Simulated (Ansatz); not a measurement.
Born–Oppenheimer molecular dynamics of ClH₇HfO₃Si₂ (14 atoms, charge 0, multiplicity 1). It starts from a relaxed structure.

Computed with RKS PBE/def2-SVP (Ansatz).

| Item | Value |
| --- | --- |
| ensemble | NVE (velocity Verlet) |
| time step | 0.5 fs |
| steps asked | 150 |
| starting velocities drawn for | 1000 K |
| seed | 563943 |

First frame:

```xyz
14
Properties=species:S:1:pos:R:3
Hf -0.536 -0.813 0.272
O -0.333 -0.327 2.120
H -0.181 -0.026 3.024
O 1.222 -0.990 -0.557
Si 2.787 -1.081 -1.157
H 2.876 -2.188 -2.170
H 3.153 0.224 -1.812
H 3.750 -1.355 -0.033
O -1.523 0.581 -0.672
Si -2.347 1.845 -1.407
H -3.718 1.978 -0.803
H -1.591 3.130 -1.201
H -2.477 1.578 -2.881
Cl -1.712 -2.882 0.091
```

(1) How far do the bonds stretch over the last three quarters of this one trajectory? (Pairs bonded in most of those frames.)

## Answers

(1) 
```tsv
bond	mean (Å)	spread (Å)	shortest	longest
Hf1–O2	1.945	0.046	1.88	2.01
Hf1–O4	1.939	0.026	1.90	1.98
Hf1–O9	1.965	0.022	1.93	1.99
Hf1–Cl14	2.411	0.043	2.35	2.46
O2–H3	0.990	0.083	0.87	1.11
O4–Si5	1.676	0.020	1.64	1.71
Si5–H6	1.505	0.010	1.49	1.52
Si5–H7	1.509	0.047	1.44	1.58
Si5–H8	1.548	0.145	1.33	1.74
O9–Si10	1.684	0.019	1.66	1.72
Si10–H11	1.509	0.031	1.46	1.56
Si10–H12	1.513	0.033	1.46	1.56
Si10–H13	1.510	0.016	1.48	1.53
```

Pairs bonded in part of these frames only: Hf1–H3 18 %, Hf1–Si5 27 %.

Mean temperature of the second half: 494 K. The conserved energy stayed within 1.3 meV per atom of its start (net change 0.27 meV per atom), so the integration is sound. Over the second half the temperature averaged 0.49 of the 1000 K drawn at the start: a run that starts near a minimum puts about half its kinetic energy into the potential. A run of 0.075 ps of so small a system gives no equilibrium averages.

The run took 7.8 min on 4 threads of Arm Neoverse V1, on a shared host, peak memory 0.26 GiB.
